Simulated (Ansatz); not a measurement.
Gas-phase electronic energies from Ansatz, PBE0-D4/def2-TZVP geometries. CCSD(T)/CBS adds triple-zeta CCSD(T) − MP2 to the extrapolated MP2 energy (def2 sets, frozen cores). This one scheme is used for every species. One conformer a species, not always the lowest.

`C[SiH](F)CCl` + H–F → `FCCl` + `C[SiH2]F`  (substitution at a C–Si bond)

```csv
level,ΔE (kcal/mol)
MP2/def2-TZVPP,22.3
CCSD(T)/def2-TZVPP,20.0
```

(1) What does CCSD(T)/CBS give? (Best estimate.)

Largest T1 diagnostic among the species: 0.010.

Answers

(1) Ansatz gave: +21.5 kcal/mol. The listed levels differ from it by 0.8, -1.5 kcal/mol.

The D4 term adds +2.8 kcal/mol with B3LYP and +1.5 kcal/mol with PBE0; it sums over pairs of atoms, weighted by their polarisabilities, and B3LYP, whose exchange is more repulsive, gets the larger term. In def2-TZVPP, CCSD(T) changes the Hartree–Fock value by +6.3 kcal/mol (the triples alone add +0.5 kcal/mol) and MP2 by +8.6 kcal/mol.

B3LYP here is the variant with VWN-RPA as its local correlation; programs differ in this.
